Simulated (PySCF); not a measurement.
C6H10O2.
Z-matrix (Å and degrees, GFN2-xTB geometry), rows numbered from 1:
```
C 
C   1  1.3187
C   2  1.4965  1  124.45
O   3  1.4167  2  108.53  1  -142.39
C   4  1.4022  3  113.35  2   177.05
C   5  1.5297  4  114.47  3   -73.60
C   6  1.5040  5  115.17  4   -33.31
O   6  1.2047  5  121.10  4   148.87
H   1  1.0760  2  121.73  3  -178.86
H   1  1.0778  2  121.90  3     0.21
H   2  1.0804  1  121.55  3  -179.85
H   3  1.1045  2  109.61  1    98.40
H   3  1.0994  2  110.89  1   -20.36
H   5  1.0998  4  111.64  3    51.01
H   5  1.0961  4  105.94  3   168.85
H   7  1.0890  6  108.55  5  -113.94
H   7  1.0858  6  111.12  5     6.91
H   7  1.0882  6  109.65  5   129.15
```

The closed-shell SCF was solved with PySCF and density fitting under several settings on one GFN2-xTB geometry (grid level 2 and gas phase unless stated).

```csv
settings,basis functions,SCF cycles,E (Eh),HOMO (eV),LUMO (eV),dipole (D)
PBE0/pcSseg-1,186,14,-384.5697,-7.05,-0.68,1.95
PBE0/def2-SVPD,246,14,-384.3540,-7.15,-0.84,2.14
"wB97X/pcSseg-1, IEF-PCM dichloromethane",186,14,-384.9304,-9.51,1.68,2.28
```

**Question.** Estimate the row for these settings: PBE0/6-31G*, IEF-PCM water.

**Answer.** 
```csv
settings,basis functions,SCF cycles,E (Eh),HOMO (eV),LUMO (eV),dipole (D)
"PBE0/6-31G*, IEF-PCM water",132,14,-384.6117,-6.79,-0.37,2.21
```

**Question.** Over all rows, what range does the HOMO–LUMO gap span?

**Answer.** From 6.31 eV (PBE0/def2-SVPD) to 11.19 eV (wB97X/pcSseg-1, IEF-PCM dichloromethane). The functional of the narrowest has 25 % exact exchange, that of the widest range-separated exact exchange.

**Question.** And the dipole moment?

**Answer.** From 1.95 D (PBE0/pcSseg-1) to 2.28 D (wB97X/pcSseg-1, IEF-PCM dichloromethane); the largest is 1.17 times the smallest, and the median is 2.17 D.

**Question.** Compare two rows with the functional PBE0: PBE0/pcSseg-1 and PBE0/def2-SVPD. Which energy is lower, and by how much?

**Answer.** PBE0/pcSseg-1 (186 functions) lies 0.2157 Eh or 135 kcal/mol below PBE0/def2-SVPD (246 functions). The smaller set gives the lower energy; the two sets aren't nested, so the variational bound doesn't order them by size.

Whole jobs, the steps after the SCF included, on an Arm Neoverse V1 with one thread, no GPU, on a shared host:

```json
{"settings": "PBE0/pcSseg-1", "work after the SCF": "shieldings, charges and field gradients", "wall time": "30 s"}
{"settings": "PBE0/def2-SVPD", "work after the SCF": "6 singlets by full TDDFT, 2 Tamm–Dancoff triplets, polarisability", "wall time": "58 s"}
{"settings": "wB97X/pcSseg-1, IEF-PCM dichloromethane", "work after the SCF": "shieldings, charges and field gradients", "wall time": "42 s"}
{"settings": "PBE0/6-31G*, IEF-PCM water", "work after the SCF": "shieldings, charges and field gradients", "wall time": "20 s"}
```

Cycle counts include a coarse-grid stage where the run had one. All basis functions are spherical, in the Pople sets too. The structure is a single GFN2-xTB conformer; no vibrational corrections.
